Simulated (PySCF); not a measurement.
Level of theory and bond dissociation enthalpies: boranyloxyborane

Structure: `BOB` (B2H4O). Coordinates in Å; atoms count from 1 in this order:
```
B     1.2360   -0.2094   -0.3371
O     0.0017    0.0028    0.1205
B    -1.2326    0.2149    0.5779
H     1.4119   -1.1060   -1.1297
H     2.1293    0.5035    0.0592
H    -1.9488    0.9801   -0.0259
H    -1.5858   -0.3667    1.5780
```

All levels share the PBE0-D3(BJ)/def2-SVP structures and the PBE0-D3(BJ)/def2-SVP thermal terms; only the single-point energies (PySCF) change. Values are bond dissociation enthalpies (298 K, kJ/mol).

```tsv
level	B1–H	B1–O2
PBE-D3(BJ)/def2-TZVP (grid 2)	405	508
M06-2X/def2-TZVP	421	545
```

The widest spread is that of B1–O2: 37 kJ/mol, from 508 to 545.

---

## chlorogermane: bond dissociation enthalpies at several levels

Structure: `[Cl][GeH3]` (ClGeH3). Atom numbers as in the mapped SMILES `[Cl:1][GeH3:2]`.

All levels share the PBE0-D3(BJ)/def2-SVP structures and the PBE0-D3(BJ)/def2-SVP thermal terms; only the single-point energies (PySCF) change. Values are bond dissociation enthalpies (298 K, kJ/mol).

At B97-2/pcseg-2 (grid 2):
```tsv
quantity	value
Ge2–H	339
Cl1–Ge2	405
```

Question: What does M06-2X/def2-TZVP give?

Answer: Ge2–H: 333 (change -6); Cl1–Ge2: 406 (change 1).

Note: spin-orbit coupling is left out of the energies, which matters for open shells on the heavier atoms; atoms from Ga to Kr are treated without relativity.

---

Level of theory and bond dissociation enthalpies: `F[SiH2]F` (F2H2Si)

Coordinates in Å; atoms count from 1 in this order:
```
F    -1.1526   -1.0297   -0.3004
Si   -0.0046    0.0598    0.0018
F     1.4074   -0.7163    0.0313
H    -0.2517    0.6465    1.3385
H     0.0196    1.0414   -1.1065
```

All levels share the PBE0-D3(BJ)/def2-SVP structures and the PBE0-D3(BJ)/def2-SVP thermal terms; only the single-point energies (PySCF) change. Values are bond dissociation enthalpies (298 K, kJ/mol).

At M06/6-311++G(2d,2p) (grid 3, conv 1e-06):
```jsonl
{"quantity": "Si2–H", "value": "404"}
{"quantity": "F1–Si2", "value": "657"}
```

Task: What does M06-2X/def2-TZVP give?

Result: Si2–H: 392 (change -12); F1–Si2: 662 (change 5).
